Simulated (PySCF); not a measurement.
Bond length, frequency and bond energy of CrCl by level of theory

State: ⁶Σ⁺ (sextet), unpaired electrons σ ↑, π ↑↑, δ ↑↑. Set-up: PySCF, no relativity, basis sets Cr def2-TZVPP, Cl def2-TZVPP. De refers to Cr (3d5 4s1) + Cl in their high-spin ground configurations, without counterpoise correction. The functionals are run spin-unrestricted. A positive dipole means Cr(−)Cl(+). Levels whose curve was spin-contaminated or gave no clean fit are not listed.

```json
{"Level": "UHF", "Re (Å)": "2.275", "ωe (cm⁻¹)": "395", "De (eV)": "n/a", "μ (D)": "-4.18", "CPU s a point (SCF and correlation, without the integrals)": "4"}
{"Level": "UHF-MP2", "Re (Å)": "2.133", "ωe (cm⁻¹)": "421", "De (eV)": "n/a", "μ (D)": "n/a", "CPU s a point (SCF and correlation, without the integrals)": "6.1"}
{"Level": "UHF-SCS-MP2", "Re (Å)": "2.181", "ωe (cm⁻¹)": "413", "De (eV)": "n/a", "μ (D)": "n/a", "CPU s a point (SCF and correlation, without the integrals)": "n/a"}
{"Level": "PBE", "Re (Å)": "2.184", "ωe (cm⁻¹)": "399", "De (eV)": "3.92", "μ (D)": "-4.49", "CPU s a point (SCF and correlation, without the integrals)": "2"}
{"Level": "r²SCAN", "Re (Å)": "2.188", "ωe (cm⁻¹)": "405", "De (eV)": "3.87", "μ (D)": "-4.79", "CPU s a point (SCF and correlation, without the integrals)": "2.9"}
{"Level": "TPSSh", "Re (Å)": "2.197", "ωe (cm⁻¹)": "398", "De (eV)": "3.88", "μ (D)": "-5.06", "CPU s a point (SCF and correlation, without the integrals)": "4.2"}
{"Level": "r²SCANh", "Re (Å)": "2.194", "ωe (cm⁻¹)": "403", "De (eV)": "3.80", "μ (D)": "-5.10", "CPU s a point (SCF and correlation, without the integrals)": "4.3"}
{"Level": "B3LYP", "Re (Å)": "2.213", "ωe (cm⁻¹)": "388", "De (eV)": "3.78", "μ (D)": "-5.25", "CPU s a point (SCF and correlation, without the integrals)": "3.9"}
{"Level": "PBE0", "Re (Å)": "2.202", "ωe (cm⁻¹)": "394", "De (eV)": "3.77", "μ (D)": "-5.42", "CPU s a point (SCF and correlation, without the integrals)": "4.4"}
{"Level": "BHandHLYP", "Re (Å)": "2.236", "ωe (cm⁻¹)": "375", "De (eV)": "3.68", "μ (D)": "-6.23", "CPU s a point (SCF and correlation, without the integrals)": "2.9"}
{"Level": "ωB97X-V", "Re (Å)": "2.215", "ωe (cm⁻¹)": "390", "De (eV)": "4.05", "μ (D)": "-5.87", "CPU s a point (SCF and correlation, without the integrals)": "8.9"}
```

The bond length runs from 2.133 Å (UHF-MP2) to 2.275 Å (UHF). De spans 3.68 eV (BHandHLYP, global hybrid GGA) to 4.05 eV (ωB97X-V, range-separated hybrid).

Correlated steps freeze 10 core orbitals. The metal atom is held in its measured ground configuration; semilocal functionals can put another filling of s and d lower by some tenths of an eV, and De to that atom would be smaller. With d or f electrons several states lie close, and the lowest PBE0 determinant need not be the measured ground state.

The whole job (state search and all levels along the bond) took about 26 min on 2 threads of Arm Neoverse V2 (shared host), peak memory 5.5 GiB.
